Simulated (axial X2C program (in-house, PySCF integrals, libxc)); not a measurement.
**Spin–orbit effects along a row: molecules with Ba, PBE0**

Computed with an axial X2C code built on PySCF integrals, spin-free (one-electron X2C) or two-component (2c: spin–orbit coupling with atomic mean-field Coulomb and Gaunt terms, which also bring small scalar terms), in Dyall basis sets with cores contracted in-house; open shells are unrestricted.

Basis sets: Al dyall-v3z, Ba dyall-cv3z, Mg dyall-cv3z, Na dyall-cv3z, P dyall-v3z, Si dyall-v3z.

```csv
molecule,spin-free state,Re (Å),ωe (cm⁻¹),De (eV),2c state,Re 2c (Å),ωe 2c (cm⁻¹),De 2c (eV)
NaBa,"M_S = 1/2, Λ = 0",3.923,98.5,0.37,Ω = 1/2,3.920,98.7,0.37
MgBa,?,?,?,?,?,?,?,?
BaAl,"M_S = 3/2, Λ = 0",3.011,224.4,n/a,Ω = 3/2,3.010,224.5,n/a
BaSi,"M_S = 1, Λ = 0",3.031,220.2,2.01,Ω = 1,3.030,220.3,2.01
BaP,"M_S = 1/2, Λ = 0",2.518,358.9,2.04,Ω = 1/2,2.518,359.1,2.05
```

(1) Estimate the 2c Re and ωe of MgBa as the mean of its neighbours in the table.

Each entry is the lowest single determinant of a limited PBE0 search at one distance. De goes to single-determinant-based atoms at the same level (for ions the charge split of lowest energy) and is withheld (n/a) where an atom does not fit its ground term or J level. Main or longest-lived isotopes. One determinant is a doubtful description, or other states lie close, for BaAl, BaSi, BaP; these need not be ground states, and all values refer to the states named. Some open-shell Ω = 0 determinants are out of reach, so the Ω given for BaSi need not be the lowest component. With several unpaired electrons the Ω given is that of one determinant, not necessarily of the lowest component. Some light 2c atoms are not at their ground J level, so De misses part of their lowering (0.04 eV or less). The functionals have no current term, which raises determinants with orbital currents.

Results:

(1) Re ≈ 3.465 Å, ωe ≈ 161.6 cm⁻¹. The PBE0 runs give the row below, so the estimate misses by -0.761 Å and 92.2 cm⁻¹.

```csv
molecule,spin-free state,Re (Å),ωe (cm⁻¹),De (eV),2c state,Re 2c (Å),ωe 2c (cm⁻¹),De 2c (eV)
MgBa,"M_S = 0, Λ = 0",4.227,69.3,0.16,Ω = 0,4.226,69.4,0.16
```
